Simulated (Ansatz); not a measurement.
A nudged elastic band was laid between two geometries of C2H5FSSi2 (11 atoms, charge 0, multiplicity 1).

Computed with RKS r2SCANh/6-31G* in Ansatz.

```yaml
movable_images: 5
climbing_image: yes
spring: 5.0 eV/Å²
optimiser: quadratic models (default)
start_path: IDPP
force_threshold: 0.03 eV/Å
iteration_limit: 57
end_points: relaxed
```

Image 0:

```xyz
11
Properties=species:S:1:pos:R:3
F -1.086 -2.090 1.965
C -0.518 -1.468 0.937
C 0.414 -1.800 0.043
Si -0.267 -0.117 -0.241
Si 0.876 1.862 0.240
S -1.634 0.304 -1.845
H 1.048 -2.650 -0.189
H 1.673 2.294 -0.940
H 1.787 1.608 1.386
H -0.084 2.941 0.594
H -2.144 -0.940 -1.929
```

Image 6:

```xyz
11
Properties=species:S:1:pos:R:3
F -2.462 -1.302 1.272
C -1.266 -1.063 0.746
C -0.069 -1.645 0.838
Si -0.068 -0.211 -0.311
Si 0.886 1.864 0.176
S -0.010 -0.459 -2.445
H 0.386 -2.489 1.347
H 0.121 2.955 -0.483
H 2.293 1.907 -0.302
H 0.857 2.056 1.649
H -0.602 -1.669 -2.465
```

Which bonds break or form, and what moves?

No bond is made or broken. The dihedral S6–Si4–Si5–H8 goes from -63 to 60°. The two ends are copies of one structure, up to a mirror image or an exchange of like atoms.

What energy profile does the band end with?

The forces met the threshold. The highest image is number 3 of 0 to 6, 0.015 eV above the ends, which have the same energy within 2 meV. A vibrational analysis at the climbing image gives one clearly imaginary mode, 68i cm⁻¹: a first-order saddle point.

```csv
image,path coordinate (Å),energy (eV),dihedral S6–Si4–Si5–H8 (°)
0,0.00,0.000,-63
1,0.77,0.003,-42
2,1.54,0.011,-22
3,2.31,0.015,-1
4,3.08,0.010,19
5,3.85,0.003,39
6,4.62,0.000,60
```

What is the geometry of the highest image?


```xyz
11
Properties=species:S:1:pos:R:3:forces:R:3
F -2.147 -1.473 1.617 0.00 -0.01 0.00
C -1.090 -1.161 0.876 -0.01 0.01 0.00
C 0.096 -1.730 0.650 0.01 0.00 -0.01
Si -0.136 -0.181 -0.310 0.00 -0.01 0.00
Si 0.920 1.847 0.188 0.00 0.00 0.00
S -0.534 -0.188 -2.421 0.00 0.00 0.00
H 0.644 -2.615 0.960 0.00 0.00 0.01
H 1.111 2.651 -1.048 0.00 0.00 -0.01
H 2.243 1.571 0.806 0.00 0.00 0.00
H 0.092 2.617 1.152 0.00 0.00 0.00
H -1.134 -1.394 -2.450 0.00 0.00 0.00
```

The run took 3 min on 2 threads of Intel(R) Xeon(R) Platinum 8259CL CPU @ 2.50GHz (Skylake/Cascade Lake), on a shared host, peak memory 0.32 GiB.
